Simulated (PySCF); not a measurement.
An unknown shows these calculated signals:

$^{1}$H NMR (500 MHz, computed): δ 8.17 (m, 1H), 7.72 (m, 1H), 7.66 (m, 1H), 7.50 (m, 1H), 5.13 (t, J = 1.1 Hz, 2H).

$^{13}$C{$^{1}$H} NMR (computed): δ 171.4 (C), 152.1 (C), 138.7 (CH), 134.1 (CH), 132.8 (CH), 131.4 (C), 126.6 (CH), 69.3 (CH2).

[PySCF 2.14: spin–spin couplings from B3LYP/pcJ-1 (without the spin–dipole term); GIAO PBE0/pcSseg-1 shieldings; coordinates at the PBE0-D3(BJ)/def2-SVP level; averaged over atoms made equivalent by symmetry, fast rotation or ring inversion; one conformer; in vacuum; no relativistic terms]

Chemical shifts δ = σref − σ; $^{1}$H (31.27 ppm), $^{13}$C (184.41 ppm) vs TMS, all at this level.

**Question.** Which of these does the molecule contain: a tert-butyl group, an ester, an S-methyl group, a carboxylic acid, a benzene ring?

**Answer.** 
- A tert-butyl group: no.
- An ester: yes (δC 171.4).
- An S-methyl group: no.
- A carboxylic acid: no.
- A benzene ring: yes.

The data belong to phthalide (O=C1OCc2ccccc21, C$_{8}$H$_{6}$O$_{2}$); they needn't prove each group on their own.

Carbon signals by region: 1 in the far downfield region (above 160 ppm), 6 in the sp2 and nitrile region (100–160 ppm), 1 at 50–100 ppm. Above 160 ppm: 171.4, ester carbonyl carbon.

Splittings below 1 Hz are ignored in the labels, and close J values are merged. Unscaled 3J(H,H) at this level run about 10 % above measured values. Shifts are as computed. Against solution values, carbons near 30 ppm lie about +2 ppm off and those near 130 ppm about +5 ppm. Of 1211 compounds with measured shifts, 218 miss one by over three times the rms of a fit or turn the order of signals round; such compounds aren't used in these exercises.
